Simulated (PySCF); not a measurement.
Compound: C₇H₅ClO (charge +1 and doublet state).
Structure used (GFN2-xTB), in Å, numbered top down from 1:
```xyz
14
C7H5ClO angstrom
O      3.2063    0.2225   -0.2321
C      2.3127   -0.5612   -0.2158
C      0.8752   -0.2338   -0.0842
C      0.5136    1.1201    0.0333
C     -0.8122    1.4632    0.1586
C     -1.7968    0.4585    0.1671
Cl    -3.4342    0.8740    0.3186
C     -1.4323   -0.8959    0.0488
C     -0.1028   -1.2358   -0.0757
H      2.5011   -1.6535   -0.3053
H      1.2873    1.8746    0.0238
H     -1.0985    2.5004    0.2506
H     -2.1962   -1.6584    0.0566
H      0.1761   -2.2753   -0.1665
```

The hyperfine couplings belong to this conformer and change with its torsions.

The species is `O=CC1=CC=C(Cl)[CH][CH+]1` [radical] (charge +1).

Method used: PySCF, UKS B3LYP, pcH-1 on C Cl H O, non-relativistic, mean-field spin-orbit, GIAO. The structure is a single GFN2-xTB conformer in the gas phase; no vibrational or solvent corrections. GFN2-xTB frequencies show an imaginary mode (139i cm⁻¹), so this geometry is no minimum at that level. A GFN2-xTB geometry isn't a minimum of the functional, and hyperfine couplings can be far from their values at a DFT geometry, by a factor of two or more for some ions and for spin on atoms past the first row. The SCF solution wasn't tested for stability.

(1) Match the computed a_iso(13C) values +29.0, -18.9, +15.2, -12.7 MHz (means over equivalent nuclei) with the sites C2; C3; C4/C9; C6.

Results:

(1) 
```tsv
site	a_iso (MHz)	ρ(0) (bohr⁻³)	position	distance from C3 (Å)	spin population	largest |T| (MHz)
C2	-18.9	-0.0167	1 bond from C3	1.48	-0.09	11.3
C3	+29.0	+0.0251	largest spin population	0.00	+0.38	58.2
C4/C9	-12.7	-0.0112	1 bond from C3	1.40	-0.04	3.1
C6	+15.2	+0.0129	a main spin site	2.77	+0.25	49.1
```

ρ(0) is the spin density at the nucleus and T the dipolar tensor; a_iso includes a spin–orbit part; entries for several nuclei are means. Largest spin populations (Mulliken): C3 (+0.38), C6 (+0.25), Cl7 (+0.23) and O1 (+0.14). Main spin sites, with 60 % or more of the largest population: C3, C6, Cl7; positions count bonds from the nearest.

Nuclei that the bonding pattern makes equivalent are averaged, as if the motion that swaps them (rotation, inversion, ring flip) were fast.

The SMILES `O=CC1=CC=C(Cl)[CH][CH+]1` draws the unpaired electron on C8, whose computed spin population is only +0.13.
